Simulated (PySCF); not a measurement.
**The 1-electron isoelectronic series, non-relativistic**

All values are computed (PySCF 2.14, energy differences of UHF-based or UKS calculations, no spin-orbit coupling). Each ion has its own even-tempered basis scaled to its charge (15s7p4d3f3g for the first); frozen: nothing. Ionisation energies in eV.

```csv
ion,configuration,UHF,LDA,PBE,PBE0,r2SCAN,"NIST (with spin-orbit, Breit and QED)"
Zr³⁹⁺,1s1 (2S),21769.1,21722.6,21762.1,21763.9,21769.1,22236.7 (t)
Mo⁴¹⁺,1s1 (2S),24000.4,23951.6,23993.1,23995.0,24000.4,24572.2 (t)
Ru⁴³⁺,1s1 (2S),26340.6,26289.4,26332.9,26334.9,26340.6,27033.6 (t)
Pd⁴⁵⁺,1s1 (2S),28789.6,28736.0,28781.6,28783.7,28789.6,29622.7 (t)
Cd⁴⁷⁺,1s1 (2S),31347.5,31291.4,31339.1,31341.3,31347.5,32341.6 (t)
Te⁵¹⁺,1s1 (2S),36789.8,36728.9,36780.7,36783.0,36789.8,38177.7 (t)
Xe⁵³⁺,1s1 (2S),39674.2,39610.9,39664.7,39667.1,39674.2,41299.9 (t)
Ba⁵⁵⁺,1s1 (2S),42667.4,42601.8,42657.6,42660.1,42667.4,44561.6 (t)
La⁵⁶⁺,1s1 (2S),44204.9,n/a,n/a,n/a,n/a,46245.8 (t)
```

Interpolate the row of Sn⁴⁹⁺.

configuration 1s1 (2S); UHF 34014.2; LDA 33955.8; PBE 34005.5; PBE0 34007.7; r2SCAN 34014.2; NIST (with spin-orbit, Breit and QED) 35192.5 (t).

Each ion has its own basis, which adds noise of up to about 0.1 % along the series.

NIST values marked (s) are semi-empirical, (t) theoretical. Open shells are high-spin determinants of the terms that Hund's rules give.

All relativistic terms are absent from the calculated values; where these lie close to NIST, scalar and spin-orbit shifts of opposite sign can cancel.
